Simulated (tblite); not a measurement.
Species: C6H10O2SSi.
Bonds: C1–S2, S2–Si3, Si3–C4, C4–C5, C5–C6 (double), C6–O7, O7–C8, C8–O9 (double), C8–C10, C5–C10. Hydrogens: H11, H12, H13 on C1; H14, H15 on Si3; H16, H17 on C4; H18 on C6; H19, H20 on C10.

Computed geometry: GFN2-xTB, gas phase.

Some entries are withheld. Bonds in one row agree within 0.01 Å.

```csv
coordinate,value
C1–S2,1.817 Å
S2–Si3,?
Si3–C4,?
C4–C5,1.481 Å
C5=C6,?
C6–O7,1.379 Å
O7–C8,1.355 Å
C8=O9,1.196 Å
C8–C10,1.519 Å
C5–C10,1.498 Å
"C1–H11, C1–H12, C1–H13",1.085 Å
"Si3–H14, Si3–H15",1.462 Å
"C4–H16, C4–H17",1.089 Å
C6–H18,1.073 Å
"C10–H19, C10–H20",1.092 Å
C1–S2–Si3,?
S2–Si3–C4,107.1°
Si3–C4–C5,?
C4–C5–C6,128.3°
C4–C5–C10,124.3°
C6–C5–C10,107.3°
C5–C6–O7,?
C6–O7–C8,108.8°
O7–C8–O9,123.0°
O7–C8–C10,108.3°
O9–C8–C10,128.6°
C5–C10–C8,102.1°
```

Estimate the withheld lengths and angles.

- S2–Si3 = 2.142 Å, drawn single (ends: sulfur bonded to C and Si; SiH2 silicon); 0.02 Å below the sum of covalent radii, 2.16 Å.
- Si3–C4 = 1.907 Å, drawn single (SiH2 silicon to sp3 carbon bound to silicon); 0.04 Å above the sum of covalent radii, 1.87 Å.
- C5=C6 = 1.332 Å, drawn double (fully substituted alkene carbon to vinylic carbon bearing oxygen); 0.13 Å below the sum of covalent radii, 1.46 Å.
- C1–S2–Si3 = 99.9°, at the sulfur bonded to C and Si; the outer atoms are 3.038 Å apart.
- Si3–C4–C5 = 111.4°, at the sp3 carbon bound to silicon; the outer atoms are 2.809 Å apart.
- C5–C6–O7 = 113.5°, at the vinylic carbon bearing oxygen, inside a 5-membered ring; the outer atoms are 2.267 Å apart.

Radii are Cordero's, carbon taken as 0.76, 0.73 or 0.69 Å for four, three, and two or fewer neighbours.

Its GFN2-xTB frequencies are all real (lowest 26 cm⁻¹). The numbers are those of one conformer (C1–S2–Si3–C4 -179°, S2–Si3–C4–C5 -64°, Si3–C4–C5–C6 -93°). 3 starts were optimised and ended at 0.00, 1.86 and 2.36 kcal/mol (GFN2-xTB); the lowest of these is shown.
